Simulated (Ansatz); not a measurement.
CH9GaSSi2 (`C[SiH2]S[SiH2][GaH2]`). Charge 0, multiplicity 1. Correlated methods include outer-core shells of Ga, which these sets cover unevenly. Scalar relativity is left out up to krypton.

```xyz
14

C     1.3193    0.8262   -0.2845
Si   -0.1770    1.2784   -1.3218
S    -1.4958   -0.3742   -1.5990
Si   -1.7110   -1.0006    0.4527
Ga    0.4617   -1.5165    1.3772
H     1.0763    0.8065    0.7862
H     2.1033    1.5814   -0.3916
H     1.7449   -0.1299   -0.6042
H     0.2466    1.6751   -2.6879
H    -0.8799    2.4182   -0.6761
H    -2.4470    0.0489    1.2139
H    -2.5886   -2.2010    0.3772
H     0.9488   -0.8840    2.7333
H     1.3986   -2.5283    0.6245
```

Give the diagnostics of a CCSD(T)/def2-TZVPP run (frozen core, Ansatz 0.2.0). (An estimate is asked.)

Computed: T1 = 0.0126, largest single amplitude 0.012, largest double 0.017, (T) share of the correlation energy 4.0 %, 9 CCSD cycles. The RHF solution is stable towards an unrestricted one. T1 lies under the customary mark of 0.02 for closed shells.
